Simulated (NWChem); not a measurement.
System: C3H6Cl2; SMILES CC(C)(Cl)Cl

The following NWChem deck was run.

```
start job
memory heap 200 mb stack 900 mb global 1100 mb
geometry units angstroms noautosym nocenter noautoz
  C      0.000000     1.277836    -1.172754
  C      0.000000     0.000000    -0.348817
  C      0.000000    -1.277836    -1.172754
  Cl     1.476931     0.000000     0.718807
  Cl    -1.476931     0.000000     0.718807
  H     -0.902858     1.307452    -1.814566
  H      0.000000     2.164859    -0.512993
  H      0.902858     1.307452    -1.814566
  H     -0.902858    -1.307452    -1.814566
  H      0.000000    -2.164859    -0.512993
  H      0.902858    -1.307452    -1.814566
end
basis spherical
  * library 6-31g*
end
dft
  xc hfexch
  iterations 150
  mulliken
end
task dft energy
esp
  recalculate
  probe 0.07
  range 0.3
  factor 1.0
  spacing 0.02
end
task esp
```

Output (shortened):

```
             Northwest Computational Chemistry Package (NWChem) 7.3.0
             --------------------------------------------------------

                             Geometry "geometry" -> ""
                             -------------------------

 Output coordinates in angstroms (scale by  1.889725989 to convert to a.u.)

  No.       Tag          Charge          X              Y              Z
 ---- ---------------- ---------- -------------- -------------- --------------
    1 C                    6.0000     0.00000000     1.27783600    -1.17275400
    2 C                    6.0000     0.00000000     0.00000000    -0.34881700
    3 C                    6.0000     0.00000000    -1.27783600    -1.17275400
    4 Cl                  17.0000     1.47693100     0.00000000     0.71880700
    5 Cl                  17.0000    -1.47693100     0.00000000     0.71880700
    6 H                    1.0000    -0.90285800     1.30745200    -1.81456600
    7 H                    1.0000     0.00000000     2.16485900    -0.51299300
    8 H                    1.0000     0.90285800     1.30745200    -1.81456600
    9 H                    1.0000    -0.90285800    -1.30745200    -1.81456600
   10 H                    1.0000     0.00000000    -2.16485900    -0.51299300
   11 H                    1.0000     0.90285800    -1.30745200    -1.81456600

 Effective nuclear repulsion energy (a.u.)     292.9312054538

  xc_inp: hfexch multiplicative factor not found.

                                 NWChem DFT Module
                                 -----------------

 Summary of "ao basis" -> "ao basis" (spherical)
 ------------------------------------------------------------------------------
       Tag                 Description            Shells   Functions and Types
 ---------------- ------------------------------  ------  ---------------------
 C                           6-31g*                  6       14   3s2p1d
 Cl                          6-31g*                  8       18   4s3p1d
 H                           6-31g*                  2        2   2s

            General Information
            -------------------
          SCF calculation type: DFT
          Wavefunction type:  closed shell.
          No. of atoms     :    11
          No. of electrons :    58
           Alpha electrons :    29
            Beta electrons :    29
          Charge           :     0
          Spin multiplicity:     1
          Use of symmetry is: off; symmetry adaption is: off
          Maximum number of iterations: 150
          AO basis - number of functions:    90
                     number of shells:    46
          Convergence on energy requested:  1.00D-06
          Convergence on density requested:  1.00D-05
          Convergence on gradient requested:  5.00D-04

              XC Information
              --------------
                     Hartree-Fock (Exact) Exchange  1.000

      Superposition of Atomic Density Guess
      -------------------------------------

 Sum of atomic energies:       -1034.87132311

      Non-variational initial energy
      ------------------------------

 Total energy =   -1037.136681
 1-e energy   =   -2008.078536
 2-e energy   =     678.010649
 HOMO         =      -0.360848
 LUMO         =       0.048061

     ---------------------------------------------
      Total Density - Mulliken Population Analysis
     ---------------------------------------------

    Atom       Charge   Shell Charges
 -----------   ------   -------------------------------------------------------
    1 C    6     6.65   2.00  0.72  2.02  0.67  1.21  0.03
    2 C    6     5.58   2.00  0.65  1.37  0.64  0.87  0.06
    3 C    6     6.65   2.00  0.72  2.02  0.67  1.21  0.03
    4 Cl  17    17.25   2.00  2.00  5.98  1.39  3.67  0.54  1.67  0.01
    5 Cl  17    17.25   2.00  2.00  5.98  1.39  3.67  0.54  1.67  0.01
    6 H    1     0.77   0.46  0.31
    7 H    1     0.77   0.46  0.31
    8 H    1     0.77   0.46  0.31
    9 H    1     0.77   0.46  0.31
   10 H    1     0.77   0.46  0.31
   11 H    1     0.77   0.46  0.31

   convergence    iter        energy       DeltaE   RMS-Dens  Diis-err
 ---------------- ----- ----------------- --------- --------- ---------
 d= 0,ls=0.0,diis     1  -1035.9559642203 -1.33D+03  9.96D-03  6.14D-01
 d= 0,ls=0.0,diis     2  -1036.0229419430 -6.70D-02  4.28D-03  2.75D-01
 d= 0,ls=0.0,diis     3  -1036.0553139340 -3.24D-02  1.46D-03  5.79D-03
 d= 0,ls=0.0,diis     4  -1036.0568165544 -1.50D-03  3.00D-04  2.09D-04
 d= 0,ls=0.0,diis     5  -1036.0568738109 -5.73D-05  1.23D-04  2.48D-05
  Resetting Diis
 d= 0,ls=0.0,diis     6  -1036.0568813282 -7.52D-06  3.30D-05  2.05D-06
 d= 0,ls=0.0,diis     7  -1036.0568819916 -6.63D-07  6.53D-06  1.58D-07

         Total DFT energy =    -1036.056881991629
      One electron energy =    -2010.627355357444
           Coulomb energy =      754.431647591665
    Exchange-Corr. energy =      -72.792379679621
 Nuclear repulsion energy =      292.931205453772

 Numeric. integr. density =        0.000000000000

                       DFT Final Molecular Orbital Analysis
                       ------------------------------------

 Vector   27  Occ=2.000000D+00  E=-4.538216D-01
              MO Center= -2.2D-13,  8.2D-15,  5.7D-01, r^2= 3.7D+00
   Bfn.  Coefficient  Atom+Function         Bfn.  Coefficient  Atom+Function
  ----- ------------  ---------------      ----- ------------  ---------------
    50      0.507241   4 Cl py               68     -0.507241   5 Cl py
    54      0.291538   4 Cl py               72     -0.291538   5 Cl py
    46     -0.195375   4 Cl py               64      0.195375   5 Cl py
     3     -0.085642   1 C  px               31      0.085642   3 C  px
    80      0.060539   6 H  s                84     -0.060539   8 H  s

 Vector   28  Occ=2.000000D+00  E=-4.420786D-01
              MO Center=  1.6D-13, -1.2D-14,  4.4D-01, r^2= 3.6D+00
   Bfn.  Coefficient  Atom+Function         Bfn.  Coefficient  Atom+Function
  ----- ------------  ---------------      ----- ------------  ---------------
    50      0.472431   4 Cl py               68      0.472431   5 Cl py
    54      0.279052   4 Cl py               72      0.279052   5 Cl py
    18     -0.191171   2 C  py               46     -0.181817   4 Cl py
    64     -0.181817   5 Cl py                5     -0.113957   1 C  pz
    33      0.113957   3 C  pz                6     -0.111324   1 C  s

 Vector   29  Occ=2.000000D+00  E=-4.327825D-01
              MO Center=  1.3D-12,  9.6D-16,  6.6D-01, r^2= 3.5D+00
   Bfn.  Coefficient  Atom+Function         Bfn.  Coefficient  Atom+Function
  ----- ------------  ---------------      ----- ------------  ---------------
    49      0.406281   4 Cl px               67      0.406281   5 Cl px
    51     -0.344052   4 Cl pz               69      0.344052   5 Cl pz
    53      0.226694   4 Cl px               71      0.226694   5 Cl px
    55     -0.211761   4 Cl pz               73      0.211761   5 Cl pz
    45     -0.155865   4 Cl px               63     -0.155865   5 Cl px

 Vector   30  Occ=0.000000D+00  E= 1.524416D-01
              MO Center=  7.6D-13, -5.3D-13,  3.7D-01, r^2= 3.9D+00
   Bfn.  Coefficient  Atom+Function         Bfn.  Coefficient  Atom+Function
  ----- ------------  ---------------      ----- ------------  ---------------
    20      1.364231   2 C  s                23      0.745850   2 C  pz
    53      0.612650   4 Cl px               71     -0.612650   5 Cl px
    52     -0.511127   4 Cl s                70     -0.511127   5 Cl s
    19      0.327538   2 C  pz               55      0.325781   4 Cl pz
    73      0.325781   5 Cl pz               82     -0.295841   7 H  s

 Vector   31  Occ=0.000000D+00  E= 1.847038D-01
              MO Center= -5.4D-13, -3.0D-13, -1.4D-01, r^2= 4.5D+00
   Bfn.  Coefficient  Atom+Function         Bfn.  Coefficient  Atom+Function
  ----- ------------  ---------------      ----- ------------  ---------------
    21      1.009571   2 C  px               52     -0.524522   4 Cl s
    70      0.524522   5 Cl s                53      0.495152   4 Cl px
    71      0.495152   5 Cl px               55      0.487494   4 Cl pz
    73     -0.487494   5 Cl pz               17      0.437797   2 C  px
    80      0.402047   6 H  s                84     -0.402047   8 H  s

 Vector   32  Occ=0.000000D+00  E= 2.258421D-01
              MO Center= -6.3D-13, -4.9D-12, -1.5D+00, r^2= 5.7D+00
   Bfn.  Coefficient  Atom+Function         Bfn.  Coefficient  Atom+Function
  ----- ------------  ---------------      ----- ------------  ---------------
     6      1.430939   1 C  s                34      1.430939   3 C  s
    80     -0.861647   6 H  s                84     -0.861647   8 H  s
    86     -0.861647   9 H  s                90     -0.861647  11 H  s
    82     -0.565165   7 H  s                88     -0.565165  10 H  s
     9     -0.383147   1 C  pz               37     -0.383147   3 C  pz

     ---------------------------------------------
      Total Density - Mulliken Population Analysis
     ---------------------------------------------

    Atom       Charge   Shell Charges
 -----------   ------   -------------------------------------------------------
    1 C    6     6.47   2.00  0.65  2.04  0.69  1.05  0.05
    2 C    6     6.19   2.00  0.65  1.82  0.72  0.93  0.07
    3 C    6     6.47   2.00  0.65  2.04  0.69  1.05  0.05
    4 Cl  17    17.04   2.00  2.00  5.98  1.36  3.55  0.58  1.55  0.03
    5 Cl  17    17.04   2.00  2.00  5.98  1.36  3.55  0.58  1.55  0.03
    6 H    1     0.80   0.51  0.29
    7 H    1     0.79   0.51  0.27
    8 H    1     0.80   0.51  0.29
    9 H    1     0.80   0.51  0.29
   10 H    1     0.79   0.51  0.27
   11 H    1     0.80   0.51  0.29

     -------------------------------------------
      Total Density - Lowdin Population Analysis
     -------------------------------------------

    Atom       Charge   Shell Charges
 -----------   ------   -------------------------------------------------------
    1 C    6     6.35   1.99  0.55  1.87  0.45  1.42  0.08
    2 C    6     6.08   1.99  0.55  1.68  0.43  1.29  0.14
    3 C    6     6.35   1.99  0.55  1.87  0.45  1.42  0.08
    4 Cl  17    17.04   2.00  1.99  5.91  1.15  3.33  0.69  1.93  0.03
    5 Cl  17    17.04   2.00  1.99  5.91  1.15  3.33  0.69  1.93  0.03
    6 H    1     0.86   0.49  0.37
    7 H    1     0.85   0.49  0.36
    8 H    1     0.86   0.49  0.37
    9 H    1     0.86   0.49  0.37
   10 H    1     0.85   0.49  0.36
   11 H    1     0.86   0.49  0.37

     Multipole analysis of the density
     ---------------------------------

     L   x y z        total         alpha         beta         nuclear
     -   - - -        -----         -----         ----         -------
     0   0 0 0     -0.000000    -29.000000    -29.000000     58.000000

     1   1 0 0     -0.000000     -0.000000     -0.000000      0.000000
     1   0 1 0      0.000000      0.000000      0.000000      0.000000
     1   0 0 1     -1.059685     -0.519674     -0.519674     -0.020337

     2   2 0 0    -35.985406   -156.238720   -156.238720    276.492034
     2   1 1 0     -0.000000     -0.000000     -0.000000      0.000000
     2   1 0 1     -0.000000     -0.000000     -0.000000      0.000000
     2   0 2 0    -32.453539    -80.158338    -80.158338    127.863136
     2   0 1 1     -0.000000     -0.000000     -0.000000      0.000000
     2   0 0 2    -33.060104   -103.125549   -103.125549    173.190995

                     NWChem Electrostatic Potential Fit Module
                     -----------------------------------------

 Atom parameters

 Number of atoms is                                   11
 Number of basis functions is                         90

 Grid parameters

 Maximum number of grid points is                  40718
 Number of grid points is                          40717
 Grid range                                     0.300000 nm
 Grid spacing                                   0.020000 nm
 Probe radius                                   0.070000 nm
 Atom radius factor                             1.000000

 Atomic radii

    1    0.100000
    6    0.147000
   17    0.169000
 FASTESP  F
  using M.O. file = ./job.movecs

    Atom              Coordinates                           Charge

                                                  ESP

    1 C     0.000000    0.127784   -0.117275   -0.204787
    2 C     0.000000    0.000000   -0.034882    0.547911
    3 C     0.000000   -0.127784   -0.117275   -0.207516
    4 Cl    0.147693    0.000000    0.071881   -0.258036
    5 Cl   -0.147693    0.000000    0.071881   -0.259085
    6 H    -0.090286    0.130745   -0.181457    0.061213
    7 H     0.000000    0.216486   -0.051299    0.067684
    8 H     0.090286    0.130745   -0.181457    0.060804
    9 H    -0.090286   -0.130745   -0.181457    0.061790
   10 H     0.000000   -0.216486   -0.051299    0.068484
   11 H     0.090286   -0.130745   -0.181457    0.061537
                                            ------------
                                               -0.000000

 Dipole moment                                  1.123157

 Quadrupole moment Qxx                         -6.404189
                   Qyy                          7.655208
                   Qzz                         -1.251019

 RMS deviation kJ/mol                           0.073630

 RRMS %                                        35.956911
```

Level: Hartree-Fock/6-31G* (spherical d). Coordinates come from a PBE-D3(BJ)/def2-SVP optimisation.
